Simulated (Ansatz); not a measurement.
CH6AlFO2Si, relaxed with RKS PBE-D4/def2-SVP in Ansatz 0.2.0 from a rough embedded geometry. The force threshold is 0.03 eV/Å; the program also tests the step.

The species carries charge 0 and has multiplicity 1. The bonds changed during the relaxation, so this is another structure than the one it started from.

Start:

```xyz
12

F    -2.207    0.026   -0.102
C    -0.879    0.203   -0.030
O    -0.373   -0.916    0.617
Al   -0.350   -2.424   -0.461
O    -0.598    1.360    0.703
Si    1.078    1.803    0.557
H    -0.464    0.309   -1.072
H     0.824   -2.757   -1.446
H    -1.710   -3.351   -0.373
H     1.928    0.677    1.044
H     1.350    2.977    1.395
H     1.403    2.094   -0.833
```

(1) By how much does the energy fall, and how many steps does the optimiser take? (Best estimate.)

(2) Which bonds change most? (Estimate.)

(3) Give the relaxed structure. (Estimate.)

Results:

(1) Computed: 209.89 kJ/mol, in 71 steps, 9 of them rejected.

(2) Ansatz gave: F1–Al4 from 3.095 to 1.720 Å; O3–Al4 from 1.854 to 2.009 Å; C2–O3 from 1.388 to 1.244 Å; C2–O5 from 1.398 to 1.307 Å.

(3) Computed: 
```xyz
12

F    -2.440   -1.791   -0.144
C    -0.774    0.432    0.202
O    -0.046   -0.522   -0.125
Al   -0.842   -2.332   -0.477
O    -0.297    1.625    0.441
Si    1.439    1.927    0.303
H    -1.875    0.310    0.307
H    -0.172   -3.207    0.685
H    -0.509   -2.531   -2.031
H     2.144    1.057    1.293
H     1.525    3.374    0.654
H     1.848    1.657   -1.109
```
